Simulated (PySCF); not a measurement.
# Exercise with solution: dipole moment from atomic charges

B(H)(Me)(SH) (CH₅BS), SMILES CBS. Atoms are numbered in the order given.

```xyz
8

B     -0.6208    -0.4617     0.0000
H     -1.8158    -0.4816     0.0000
C      0.2223    -1.7718     0.0000
H     -0.0464    -2.3802    -0.8713
H     -0.0464    -2.3802     0.8713
H      1.3041    -1.6274     0.0000
S      0.2033     1.1183     0.0000
H     -0.8772     1.9158     0.0000
```
Charge 0, spin multiplicity 1.

Geometry optimised at PBE0-D3(BJ)/def2-TZVP. Other conformers were not sampled.

Charges (e) from r2SCAN/def2-TZVPD (PySCF):

```tsv
atom	ESP fit	IAO
B1	0.307	-0.007
H2	-0.118	0.008
C3	-0.539	-0.590
H4	0.143	0.174
H5	0.143	0.174
H6	0.167	0.152
S7	-0.273	-0.015
H8	0.171	0.105
```

The dipole moment of the full density is 0.54 D.

Problem. What dipole moment does each set of point charges give, and which comes closer to that of the density?

Solution. 
μ = Σ q r, and 1 e Å = 4.8032 D.
ESP fit: Σ q r = (-0.097, -0.060, 0.000) e Å, |μ| = 0.55 D.
IAO: Σ q r = (-0.054, 0.153, 0.000) e Å, |μ| = 0.78 D.
ESP fit comes closer in size. Point charges leave out the atoms' own dipoles (lone pairs, polarised bonds); fits to the potential absorb them, partitions of the density don't.
